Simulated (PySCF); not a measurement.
**Magnetic susceptibility: `CCn1cnnc1`, C$_{4}$H$_{7}$N$_{3}$**

Geometry (Å), atoms numbered from 1 in this order:
```xyz
14

C    -1.787   -0.171    0.329
C    -0.751    0.422   -0.623
N     0.588    0.113   -0.198
C     1.381    0.805    0.666
N     2.505    0.184    0.854
N     2.479   -0.939    0.119
C     1.340   -0.980   -0.502
H    -1.654    0.227    1.333
H    -2.788    0.077   -0.015
H    -1.690   -1.254    0.370
H    -0.893    0.020   -1.630
H    -0.857    1.510   -0.663
H     1.103    1.739    1.110
H     1.023   -1.752   -1.172
```

Computed with PySCF 2.14.0, GIAO PBE/pcSseg-1 magnetisability, rotational g tensor and spin-rotation constants, non-relativistic, gas phase. Geometry: GFN2-xTB.

(1) What are the magnetisability and the molar susceptibility?

(2) Split it along the inertial axes a, b, c into diamagnetic and paramagnetic parts about the centre of mass, with the quadrupole moment.

(3) And the rotational g tensor?

Results:

(1) Isotropic -991 × 10⁻³⁰ J/T², or -59.7 × 10⁻⁶ cm³/mol; principal values -1487, -801, -686 × 10⁻³⁰ J/T², anisotropy 750 × 10⁻³⁰ J/T² (root of half the summed squared differences of the principal values). The susceptibility is in cgs units.

(2) 
```
axis  χ (10⁻⁶ cm³/mol)  diamagnetic (10⁻⁶ cm³/mol)  paramagnetic (10⁻⁶ cm³/mol)  summed x² of all electrons (Å²)  quadrupole Θ (D Å)
   a             -51.7                      -260.3                        208.6                            142.3               -9.16
   b             -41.3                      -694.8                        653.4                             39.9               +7.48
   c             -86.1                      -772.7                        686.6                             21.5               +1.68
```
Anisotropies 2χaa − χbb − χcc = +24.0 and 2χbb − χaa − χcc = +55.1 × 10⁻⁶ cm³/mol. Θ is traceless in Buckingham's convention.

(3) 
```
axis  rotational constant (GHz)        g  nuclear part  electronic part
   a                     7.1347  -0.0674        0.6318          -0.6992
   b                     1.9963  -0.0378        0.5750          -0.6128
   c                     1.7667  +0.0065        0.5764          -0.5699
```
Asymmetric top; isotopes 12C, 1H, 14N; no vibrational averaging.
